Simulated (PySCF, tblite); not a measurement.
Compound: C10H10O.
Numbering: `[CH2:1]=[CH:2]/[CH:3]=[CH:4]/[C:5](=[CH2:6])[c:7]1[cH:8][cH:9][cH:10][o:11]1` (hydrogens: H12, H13 on C1; H14 on C2; H15 on C3; H16 on C4; H17, H18 on C6; H19 on C8; H20 on C9; H21 on C10)

Cartesian coordinates in Å at the GFN2-xTB level; atoms count from 1:
```xyz
21
C10H10O angstrom
C      3.478    1.202    1.297
C      2.936    0.192    0.622
C      1.547    0.138    0.244
C      1.012   -0.877   -0.450
C     -0.368   -0.974   -0.895
C     -0.699   -1.762   -1.930
C     -1.401   -0.204   -0.211
C     -1.515    0.224    1.087
C     -2.769    0.869    1.186
C     -3.328    0.788   -0.052
O     -2.516    0.138   -0.898
H      2.891    2.054    1.601
H      4.520    1.216    1.568
H      3.547   -0.653    0.327
H      0.937    0.982    0.535
H      1.654   -1.686   -0.775
H      0.042   -2.337   -2.458
H     -1.714   -1.831   -2.280
H     -0.811    0.071    1.879
H     -3.191    1.328    2.056
H     -4.262    1.141   -0.443
```

Theory: PBE0/pcSseg-1 in PySCF (dipole) on a GFN2-xTB geometry, gas phase.

Masses are those of the commonest isotopes; rigid-rotor values at the optimised geometry. The values belong to one conformer with, in the numbering `[CH2:1]=[CH:2]/[CH:3]=[CH:4]/[C:5](=[CH2:6])[c:7]1[cH:8][cH:9][cH:10][o:11]1`, C1–C2–C3–C4 179°, C3–C4–C5–C6 157°, C4–C5–C7–C8 -30°.

Problem. What are A, B and C (MHz)?

Solution. Ia = 254.72, Ib = 767.05, Ic = 983.71 u·Å²; 505379 MHz·u·Å²/I gives A = 1984, B = 658.9, C = 513.8 MHz.

Problem. Classify the top.

Solution. An asymmetric top; Ray's κ = -0.803.

Problem. Is it planar, by Δ = Ic − Ia − Ib?

Solution. Not planar: Δ = Ic − Ia − Ib = -38.07 u·Å². For a rigid frame Δ = −2 Σ m c², so Σ m c² = 19.03 u·Å² lies off the ab plane: 3.91 from hydrogen and 15.12 from heavier atoms. The atom farthest from that plane is 1.22 Å away.

Problem. List the rotational levels J(Ka,Kc) to J = 5 (MHz).

Solution. Above 0(0,0):
J = 1: 1(0,1) 1173, 1(1,1) 2498, 1(1,0) 2643
J = 2: 2(0,2) 3507, 2(1,2) 4698, 2(1,1) 5133, 2(2,1) 9109, 2(2,0) 9120
J = 3: 3(0,3) 6980, 3(1,3) 7991, 3(1,2) 8861, 3(2,2) 12627, 3(2,1) 12683, 3(3,1) 19622, 3(3,0) 19623
J = 4: 4(0,4) 11561, 4(1,4) 12371, 4(1,3) 13818, 4(2,3) 17308, 4(2,2) 17473, 4(3,2) 24333, 4(3,1) 24337, 4(4,1) 34099, 4(4,0) 34099
J = 5: 5(0,5) 17217, 5(1,5) 17827, 5(1,4) 19988, 5(2,4) 23146, 5(2,3) 23518, 5(3,3) 30230, 5(3,2) 30245, 5(4,2) 39987, 5(4,1) 39987, 5(5,1) 52543, 5(5,0) 52543
The levels of one J sum to (2J + 1)J(J + 1)(A + B + C)/3.

Problem. Predict some low-J microwave lines.

Solution. The dipole components are |μa| = 0.07 D, |μb| = 0.62 D, |μc| = 0.24 D. Intensities carry the squares of the components, which stand as 0.01 : 1.00 : 0.15 (a : b : c). Some lines, for components of 0.1 D or more:

| type | branch | J(Ka,Kc) | MHz | lower level (cm⁻¹) |
| --- | --- | --- | --- | --- |
| b | R | 2(0,2) ← 1(1,1) | 1009 | 0.083 |
| c | Q | 3(1,3) ← 3(0,3) | 1012 | 0.233 |
| c | Q | 2(1,2) ← 2(0,2) | 1191 | 0.117 |
| c | Q | 1(1,1) ← 1(0,1) | 1325 | 0.039 |
| b | Q | 1(1,0) ← 1(0,1) | 1470 | 0.039 |
| b | Q | 3(1,2) ← 3(0,3) | 1882 | 0.233 |
| b | R | 3(0,3) ← 2(1,2) | 2282 | 0.157 |
| b | R | 1(1,1) ← 0(0,0) | 2498 | 0.000 |
| c | R | 1(1,0) ← 0(0,0) | 2643 | 0.000 |
| b | R | 2(1,2) ← 1(0,1) | 3525 | 0.039 |
| b | Q | 3(2,1) ← 3(1,2) | 3821 | 0.296 |
| c | R | 2(1,1) ← 1(0,1) | 3961 | 0.039 |
| c | Q | 2(2,1) ← 2(1,1) | 3976 | 0.171 |
| b | Q | 2(2,0) ← 2(1,1) | 3987 | 0.171 |
| b | Q | 2(2,1) ← 2(1,2) | 4411 | 0.157 |
| b | Q | 3(2,2) ← 3(1,3) | 4635 | 0.267 |
| c | R | 2(2,0) ← 1(1,0) | 6477 | 0.088 |
| c | R | 2(2,1) ← 1(1,1) | 6611 | 0.083 |
| b | R | 2(2,0) ← 1(1,1) | 6622 | 0.083 |
| c | Q | 3(3,1) ← 3(2,1) | 6939 | 0.423 |
| b | Q | 3(3,0) ← 3(2,1) | 6940 | 0.423 |
| b | Q | 3(3,1) ← 3(2,2) | 6995 | 0.421 |
| b | R | 3(2,2) ← 2(1,1) | 7493 | 0.171 |
| c | R | 3(2,1) ← 2(1,1) | 7549 | 0.171 |
| c | R | 3(2,2) ← 2(1,2) | 7929 | 0.157 |
| c | R | 3(3,1) ← 2(2,1) | 10513 | 0.304 |
| b | R | 3(3,0) ← 2(2,1) | 10514 | 0.304 |

Problem. Estimate the classical rotational partition function at 50 K, 100 K and 200 K.

Solution. Point group C1, symmetry number σ = 1; q = (√π/σ)·√((kT/h)³/(ABC)), k/h = 20836.6 MHz/K: 72700 at 50 K, 206000 at 100 K, 582000 at 200 K.

Its GFN2-xTB frequencies are all real (lowest 53 cm⁻¹). Zero-point vibration and centrifugal distortion are left out.

The run took about 2.9 min of CPU time (grids of density and orbitals included) (one thread, shared machine). This is the PBE0/pcSseg-1 job that gave the dipole, with the shieldings it also computed.
